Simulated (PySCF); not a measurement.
# Electron correlation in F⁺ (fluorine, charge +1)

[He] 2s2 2p4, high-spin 3P determinant. All numbers are calculated (PySCF 2.14, the non-relativistic Hamiltonian (point nucleus), in cc-pVTZ). Frozen: 1s2; 6 electrons correlated.

MP2 pair energies summed by pair of shells (mhartree):

| pair | energy | share (%) |
| --- | --- | --- |
| 2p-2p | -67.44 | 47.1 |
| 2s-2p | -65.87 | 46.0 |
| 2s-2s | -9.92 | 6.9 |

Total MP2 correlation energy: -143.23 mhartree.

Same-spin part -35.04 and opposite-spin part -108.20 mhartree; SCS-MP2 scales them by 1/3 and 6/5 to -141.51 mhartree.

```csv
level,correlation energy (mhartree)
CCSD,-158.49
(T),-2.05
CCSD(T),-160.54
```

Diagnostics: T1 = 0.0039, D1 = 0.0078, largest double amplitude 0.031.

Cost of the coupled-cluster step: 0.33 s of wall time on 1 thread of Neoverse-V1 (shared host), for 6 correlated electrons.
